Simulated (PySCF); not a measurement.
AlCl₃H₃N, SMILES [NH3]->[Al]([Cl])([Cl])[Cl] (connectivity only; charge and spin as stated), neutral, multiplicity 1.

The structure is a stationary point at B3LYP-D3(BJ)/def2-SVP. The geometry has at least one imaginary mode, so it is a saddle point at that level. The isomer is the one that the SMILES or the coordinates give; other isomers of the formula were not compared. The values are those of a single conformer.

All values below come from IEF-PCM-PBE0/def2-SVP run with PySCF.

The values are the electrostatic part of the solvation free energy, E(continuum) − E(gas) at the gas-phase geometry, in a cavity of scaled van der Waals radii (PySCF's table); cavitation and dispersion terms are not included. A continuum can't describe solvent molecules that bind to the metal. In vacuum the orbital gap is 8.18 eV. The dipole moment in vacuum is 6.52 D.

Computed values in water (ε = 78.36), cyclohexanone (ε = 15.62), dichloromethane (ε = 8.93):
```json
[
 {"solvent": "water", "ε": "78.36", "ΔG(elec) (kcal/mol)": "-16.9", "dipole (D)": "7.79", "gap (eV)": "9.23"},
 {"solvent": "cyclohexanone", "ε": "15.62", "ΔG(elec) (kcal/mol)": "-15.6", "dipole (D)": "7.69", "gap (eV)": "9.21"},
 {"solvent": "dichloromethane", "ε": "8.93", "ΔG(elec) (kcal/mol)": "-14.5", "dipole (D)": "7.59", "gap (eV)": "9.18"}
]
```
